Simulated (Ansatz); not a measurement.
`C[SiH](N)Cl` and `C[SiH](Cl)[SbH2]` differ in one element.

Ansatz, PBE0-D4/def2-TZVP geometries, multiplicity 1. Each molecule was computed in one conformer, which needn't be the lowest.

Elements past krypton have def2 core potentials.

```json
{"property": "HOMO energy (PBE0/def2-TZVPP) / eV", "`C[SiH](N)Cl`": "-7.84"}
{"property": "HOMO energy (ωB97M-V/def2-TZVPP) / eV", "`C[SiH](N)Cl`": "-10.20"}
{"property": "HOMO–LUMO gap (ωB97M-V/def2-TZVPP) / eV", "`C[SiH](N)Cl`": "12.40"}
{"property": "size of the dipole moment (PBE/def2-TZVPP) / D", "`C[SiH](N)Cl`": "1.98"}
{"property": "HOMO–LUMO gap (PBE0/def2-TZVPP) / eV", "`C[SiH](N)Cl`": "8.60"}
{"property": "LUMO energy (ωB97M-V/def2-TZVPP) / eV", "`C[SiH](N)Cl`": "2.19"}
```

Q: What does the change do to each property? (Best estimate.)

A: The calculation gave: 
```tsv
property	`C[SiH](Cl)[SbH2]`	shift
HOMO energy (PBE0/def2-TZVPP) / eV	-7.20	0.64
HOMO energy (ωB97M-V/def2-TZVPP) / eV	-9.17	1.03
HOMO–LUMO gap (ωB97M-V/def2-TZVPP) / eV	10.36	-2.04
size of the dipole moment (PBE/def2-TZVPP) / D	1.49	-0.49
HOMO–LUMO gap (PBE0/def2-TZVPP) / eV	6.77	-1.83
LUMO energy (ωB97M-V/def2-TZVPP) / eV	1.18	-1.01
```

With PBE0 the HOMO rises by 0.64 eV and the LUMO falls by 1.19 eV, so the gap narrows by about 1.83 eV. PBE moves the HOMO by 0.19 eV and ωB97M-V by 1.03 eV. Dipoles are sizes alone; their direction can turn.

Spin–orbit coupling is left out; it splits and shifts lone-pair levels of the heavy atoms by tenths of an eV.
